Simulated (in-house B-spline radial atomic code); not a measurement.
Configurations of I3+, with energies counted from [Kr] 4d10 5s2 5p2. Method: scalar-relativistic (X2C) B3LYP, spin-polarised, spherical fractional occupations, exact exchange averaged over the configuration, Fermi nucleus of rms radius 4.75 fm. Calculated with a B-spline radial code for spherical atoms. Shells without spins written out take the highest spin.

Occupations are held fixed; configurations that lie above the ionisation limit could autoionise.

| configuration | E - E(ref) (eV) | highest orbital | its <r> (bohr) |
| --- | --- | --- | --- |
| [Kr] 4d10 5s1 5p3 | 9.4739 | 5p up | 2.083 |
| [Kr] 4d10 5s2 5p1 5d1 | 15.772 | 5d up | 2.846 |
| [Kr] 4d10 4f1 5s2 5p1 | 21.666 | 4f up | 2.506 |
| [Ar] 3d10 4s2 4p5 4d10 5s2 5p2 6d1 | 158.56 | 6d up | 5.475 |
| [Ar] 3d9 4s2 4p6 4d10 5s2 5p2 6s1 | 640.87 | 6s up | 3.69 |

Q: Order these further configurations by energy, lowest first.
A. [Kr] 4d9 5s2 5p2 6f1
B. [Ar] 3d9 4s2 4p6 4d10 4f1 5s2 5p2
C. [Kr] 4d9 5s2 5p3
D. [Kr] 4d10 5s2 5p1 6s1
E. [Kr] 4d10 5s2 5p1 6d1

A: D (17.835 eV), E (26.795 eV), C (49.156 eV), A (83.369 eV), B (642.19 eV).

Q: How far above the reference does [Kr] 4d10 5s2 5p1 6f1 lie?

A: 32.062 eV; its least bound orbital is 6f up with <r> = 8.668 bohr.
